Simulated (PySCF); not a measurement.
**CH4F2OSi**

CH4F2OSi is a small molecule, neutral, singlet. The structure, one conformer, was relaxed in the gas phase by PBE0-D3(BJ)/def2-SVP. No frequency run checks that it is a minimum.

SMILES: C[Si](O)(F)F

```xyz
9

Si    0.420    0.331   -0.254
C    -0.731   -0.458    0.936
F     1.868    0.595    0.412
F    -0.093    1.804   -0.680
O     0.593   -0.604   -1.587
H    -0.871    0.184    1.818
H    -1.712   -0.628    0.469
H    -0.334   -1.427    1.271
H     1.201   -0.312   -2.272
```
Atom numbers follow the order of the file, from 1.

Shieldings: GIAO PBE0/pcSseg-2. Shifts are against computed references at the same level: C TMS (σ 184.1 ppm), H TMS (σ 31.24 ppm), Si TMS (σ 341.3 ppm). Core levels by delta-SCF with SCAN, pcX-2 on the ionised atom and pcseg-1 elsewhere, spin-free X2C (2p3/2 is the spin-free 2p value less a third of a first-order spin-orbit splitting); from the vacuum level, for chosen atoms.

(1) Give the NMR and core-level values of the distinct atoms.

(2) By CAM-B3LYP/def2-SVPD (TDDFT singlets, Tamm-Dancoff triplets, ionisation by delta-SCF), where does absorption start, and what does vertical ionisation take?

Results:

(1) 
```
   atoms        bonded to  σ (ppm)  δ (ppm)  core level (eV)
     Si1  1 C + 2 F + 1 O    380.5    -39.2     2p3/2 109.24
      C2       1 Si + 3 H    193.6     -9.4        1s 291.11
   F3 F4             1 Si    312.0        -        1s 692.74
      O5       1 Si + 1 H    272.6        -        1s 539.46
H6 H7 H8              1 C    30.92     0.33                -
      H9              1 O    29.10     2.14                -
```

Values are those of this one static structure, with the three H of a rotating XH3 group averaged; atoms that internal rotation interchanges would show their mean in an NMR spectrum.

(2) The lowest singlet lies at 8.64 eV (f 0.030), the strongest of the first 6 at 9.56 eV (f 0.119), the lowest triplet at 8.21 eV; vertical ionisation takes 12.78 eV.
